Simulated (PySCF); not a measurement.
imidazole cation (C3H4N2), SMILES c1c[nH]cn1 (connectivity only; charge and spin as stated), charge +1, multiplicity 2. Atoms are numbered in the order given.

```xyz
9

C     -0.5885     1.0231     0.0000
C     -1.1089    -0.3406     0.0000
N     -0.0266    -1.1149     0.0000
C      1.0794    -0.2844     0.0000
N      0.7306     0.9997     0.0000
H     -1.1779     1.9439     0.0000
H     -2.1327    -0.7214     0.0000
H     -0.0123    -2.1357     0.0000
H      2.1029    -0.6693     0.0000
```
Charge +1, spin multiplicity 2.

The structure is a stationary point at PBE0-D3(BJ)/def2-SVP. The multiplicity is an assumed one; other spin states were not compared.

Computed with PBE/pcH-1 run with PySCF.

Unrestricted Kohn–Sham, ⟨S²⟩ = 0.759. Hyperfine tensors hold the contact and dipolar terms, without spin-orbit corrections.

Computed hyperfine couplings:
| nucleus | A(iso) (MHz) | A(iso) (G) | dipolar principal values (MHz) |
|---|---|---|---|
| 13C no. 1 | 16.8 | 6.0 | -28.7, -26.2, 54.9 |
| 13C no. 2 | 28.4 | 10.1 | -40.1, -38.0, 78.1 |
| 14N no. 3 | -7.3 | -2.6 | -2.5, 1.0, 1.5 |
| 13C no. 4 | 44.1 | 15.7 | -40.6, -38.3, 78.9 |
| 14N no. 5 | -3.2 | -1.1 | -3.9, 1.7, 2.2 |
| 1H no. 6 | -26.4 | -9.4 | -13.6, -3.4, 17.1 |
| 1H no. 7 | -34.1 | -12.2 | -18.2, -3.3, 21.5 |
| 1H no. 8 | -0.4 | -0.1 | -3.9, -0.4, 4.2 |
| 1H no. 9 | -35.5 | -12.7 | -17.9, -3.0, 20.9 |

**Question.** And the g tensor (effective nuclear charges for spin-orbit coupling, GIAO)? (Estimate from the structure and the level; the computed values follow.)

**Answer.** principal values 2.0021, 2.0024, 2.0030; isotropic 2.0025.
